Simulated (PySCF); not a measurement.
**Assigning NMR signals**

Atom-mapped SMILES (the numbers label the heavy atoms): `[CH2:1]=[CH:2][Si@H:3]([C:4]#[N:5])[CH:6]=[O:7]` (H(Xn): hydrogen on atom n). Ha(C1) is cis to Si3; Hb(C1) is trans to Si3.

- GIAO PBE0/pcSseg-1 shieldings
- structure optimised with GFN2-xTB
- code: PySCF 2.14.0 with density-fitted response routines
- gas phase, single conformer, relativity neglected

Shifts are taken against calculated references (same method and geometry level): ¹³C and ¹H against TMS.

**Question.** Assign these signals to the numbered atoms. ¹³C{¹H} NMR (computed): δ 238.1 (CH), 152.6 (CH2), 128.2 (CH), 122.4 (C).

**Answer.** 
238.1 → C6, carbonyl carbon
152.6 → C1, terminal =CH2 carbon: the olefinic region
128.2 → C2, alkene CH: the olefinic region
122.4 → C4, nitrile carbon: typical of a nitrile

**Question.** Assign these signals to the numbered atoms. ¹H NMR (400 MHz, computed): δ 12.09 (d, 1H), 6.99 (m, 1H), 6.61 (m, 1H), 6.51 (m, 1H), 4.88 (m, 1H).

**Answer.** 
| δ (ppm) | atoms | environment | reason |
| --- | --- | --- | --- |
| 12.09 | H(C6) | hydrogen on a carbonyl carbon | – |
| 6.99 | Hb(C1) | hydrogen on a terminal =CH2 carbon | olefinic region |
| 6.61 | Ha(C1) | hydrogen on a terminal =CH2 carbon | – |
| 6.51 | H(C2) | hydrogen on an alkene CH | attached to an sp2 carbon and in the plane of the double bond |
| 4.88 | H(Si3) | hydrogen on a silicon bonded to 3 C | – |

Ha(C1) and H(C2) lie closer than the usual error of such a calculation, so a measured spectrum could show them in the other order.

Shifts are as computed. Against solution values, carbons near 30 ppm lie about +3 ppm off and those near 130 ppm about +5 ppm. Of 1309 compounds with measured shifts, 239 miss one by over three times the rms of a fit or turn the order of signals round; such compounds aren't used in these exercises. Multiplicities follow the n + 1 count of equivalent neighbours, as no J values were calculated; m marks all less simple cases, F and P coupling included.
